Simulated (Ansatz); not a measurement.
`CN[SiH](F)S` + `C=NC(C)=N` → `CN[SiH](C)S` + `C=NC(=N)F`  (formal exchange of groups at the Si–F bond)

Program: Ansatz. Geometries: PBE0-D4/def2-TZVP. ΔE: electronic, gas phase. CBS: MP2 limit from def2 TZ/QZ plus the TZ coupled-cluster correction, frozen cores. Functionals use def2-TZVPP. Each species was taken in one conformer, which may not be the lowest.

`CN[SiH](F)S`:

Cartesian coordinates in Å:
```
C -1.057 0.197 -1.099
N -0.705 0.109 0.302
Si 0.699 -0.578 0.955
F 0.649 -0.186 2.503
S 2.431 0.136 -0.040
H -1.508 1.166 -1.331
H -1.753 -0.589 -1.413
H -0.155 0.104 -1.707
H -1.470 0.276 0.937
H 0.844 -2.052 0.909
H 2.025 1.418 -0.017
```

`C=NC(C)=N`:

```xyz
11

C    -1.127    0.608    1.351
N    -0.024    0.070    1.071
C     0.483    0.142   -0.236
C     0.518   -1.172   -0.942
N     0.955    1.192   -0.767
H    -1.750    1.118    0.607
H    -1.492    0.573    2.377
H     1.081   -1.899   -0.351
H    -0.495   -1.569   -1.060
H     0.980   -1.049   -1.919
H     0.870    1.985   -0.131
```

`CN[SiH](C)S`:

Cartesian coordinates in Å:
```
C 1.762 -0.887 0.501
N 0.985 0.326 0.625
Si -0.678 0.502 0.264
C -1.097 -0.514 -1.239
S -0.925 2.613 -0.026
H 1.773 -1.494 1.416
H 2.798 -0.661 0.234
H 1.355 -1.508 -0.299
H 1.383 1.001 1.259
H -1.635 0.135 1.353
H -2.127 -0.309 -1.539
H -0.441 -0.268 -2.077
H -1.018 -1.586 -1.034
H -2.132 2.652 0.561
```

`C=NC(=N)F`:

```xyz
8

C     0.427    0.688   -1.169
N     0.226    0.618    0.079
C    -0.300   -0.556    0.616
N    -0.548   -0.767    1.821
F    -0.554   -1.531   -0.264
H     0.839    1.612   -1.570
H     0.212   -0.125   -1.865
H    -0.302    0.063    2.354
```

```tsv
level	ΔE (kJ/mol)
PBE-D4	150.8
r2SCAN-D4	158.4
PBE0	154.9
HF/def2-QZVPP	173.8
```

(1) What does CCSD(T)/CBS give? (An estimate is asked.)

Largest T1 diagnostic among the species: 0.014.

Answers

(1) The calculation gave: +172.4 kJ/mol. The listed levels differ from it by -21.6, -14.0, -17.5, 1.4 kJ/mol.

From PBE to PBE0 (25 % exact exchange), in def2-TZVPP and without D4, ΔE moves by +3.9 kJ/mol.

CCSD(T)/CBS has its own doubt, a few kJ/mol and more with outer-core shells, so smaller differences from it don't rank the levels.
